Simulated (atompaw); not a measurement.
Reading a pseudo-wave (hydrogen)

Columns: radius, all-electron u(r) and pseudo u(r) of the 1s shell (level -6.33 eV) of hydrogen in the configuration 1s1; PBEsol, scalar-relativistic, PAW (atompaw) scheme, atompaw 4.2.0.5.

```json
{"r (bohr)": "0.048", "all-electron": "0.0860", "pseudo": "0.0625"}
{"r (bohr)": "0.096", "all-electron": "0.1640", "pseudo": "0.1244"}
{"r (bohr)": "0.144", "all-electron": "0.2343", "pseudo": "0.1849"}
{"r (bohr)": "0.192", "all-electron": "0.2977", "pseudo": "0.2436"}
{"r (bohr)": "0.240", "all-electron": "0.3546", "pseudo": "0.2998"}
{"r (bohr)": "0.288", "all-electron": "0.4055", "pseudo": "0.3529"}
{"r (bohr)": "0.337", "all-electron": "0.4517", "pseudo": "0.4037"}
{"r (bohr)": "0.385", "all-electron": "0.4918", "pseudo": "0.4497"}
{"r (bohr)": "0.433", "all-electron": "0.5273", "pseudo": "0.4917"}
{"r (bohr)": "0.481", "all-electron": "0.5584", "pseudo": "0.5294"}
{"r (bohr)": "0.529", "all-electron": "0.5856", "pseudo": "0.5630"}
{"r (bohr)": "0.577", "all-electron": "0.6091", "pseudo": "0.5923"}
{"r (bohr)": "0.625", "all-electron": "0.6293", "pseudo": "0.6174"}
{"r (bohr)": "0.673", "all-electron": "0.6464", "pseudo": "0.6386"}
{"r (bohr)": "0.721", "all-electron": "0.6607", "pseudo": "0.6561"}
{"r (bohr)": "0.769", "all-electron": "0.6724", "pseudo": "0.6701"}
{"r (bohr)": "0.817", "all-electron": "0.6817", "pseudo": "0.6809"}
{"r (bohr)": "0.865", "all-electron": "0.6890", "pseudo": "0.6890"}
{"r (bohr)": "0.913", "all-electron": "0.6942", "pseudo": "0.6947"}
{"r (bohr)": "0.962", "all-electron": "0.6977", "pseudo": "0.6982"}
{"r (bohr)": "1.010", "all-electron": "0.6995", "pseudo": "0.6999"}
{"r (bohr)": "1.058", "all-electron": "0.6998", "pseudo": "0.7001"}
{"r (bohr)": "1.106", "all-electron": "0.6988", "pseudo": "0.6989"}
{"r (bohr)": "1.154", "all-electron": "0.6966", "pseudo": "0.6966"}
{"r (bohr)": "1.202", "all-electron": "0.6933", "pseudo": "0.6933"}
{"r (bohr)": "1.250", "all-electron": "0.6889", "pseudo": "0.6889"}
```

(1) How many radial nodes do the two functions have?

(2) Is the pseudo-wave norm-conserving?

## Answers

(1) The all-electron 1s function has n − l − 1 = 0; the pseudo-wave has 0.

(2) No, it belongs to a PAW set: the norm inside the radius is not constrained, and the difference is carried by the augmentation charge.
